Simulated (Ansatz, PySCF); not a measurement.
Reaction (SMILES): N[SiH]N -> [NH][SiH2]N
Each molecule is optimised on its own at B3LYP-D3(BJ)/def2-TZVP (Ansatz, an electronic-structure program), one conformer each, not searched for the lowest. Frequencies are from Ansatz or PySCF.

Property: isomerisation energy (enthalpy at 298 K, with B3LYP-D3(BJ) rigid-rotor harmonic-oscillator terms), in kcal/mol. Correlated levels leave the core frozen unless marked. Open shells are spin-unrestricted. No spin-orbit coupling. No relativistic terms. CBS marks a two-point X^-3 extrapolation of the correlation energy; Hartree-Fock from the larger set.

CCSD(T)/CBS(aug-cc-pV(T+d)Z,aug-cc-pV(Q+d)Z) (Ansatz) gives 17.8 kcal/mol.

Task: Another calculation gave 17.1 kcal/mol. Which level was it?
A) BHLYP/def2-TZVPD (Ansatz)
B) SVWN5/def2-TZVPD (Ansatz)
C) PBE/def2-TZVPD (Ansatz)
D) r2SCANh/def2-TZVPD (Ansatz)

Result: D, r2SCANh/def2-TZVPD (Ansatz). The others give 26.5 (SVWN5), 13.4 (BHLYP), 20.4 (PBE) kcal/mol.
